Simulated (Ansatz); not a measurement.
Frontier orbitals of `C[N]=[W]([CH3])(=[O])[F]`.

Charge 0, multiplicity 1. Correlated methods include outer-core shells of W, which these sets cover unevenly. W takes the def2 core potential. All single points use the PBE0-D4/def2-TZVP geometry. Basis def2-TZVPP, the Gaussian-basis code of Ansatz.

```
             functional  HOMO (eV)  LUMO (eV)  gap (eV)
            LDA (SPW92)      -6.52      -2.75      3.77
                    PBE      -6.34      -2.50      3.84
                   BLYP      -6.23      -2.43      3.80
                 r2SCAN      -6.60      -2.39      4.21
                   PBE0      -7.69      -1.70      5.99
                r2SCANh      -7.11      -2.09      5.02
                r2SCAN0      -7.88      -1.63      6.25
HSE06 (plane-wave form)      -7.29      -2.08      5.21
              CAM-B3LYP      -9.06      -0.65      8.41
                ωB97M-V      -9.95       0.37     10.32
```

A quarter of exact exchange (PBE0) shifts PBE's HOMO by −1.36 eV and its LUMO by +0.80 eV; full exchange at long range (ωB97M-V) shifts them by −3.61 and +2.88 eV. The gap opens from 3.83 to 10.32 eV, since occupied levels lose self-interaction and empty ones feel all the electrons. A positive LUMO is unbound and depends on the basis.
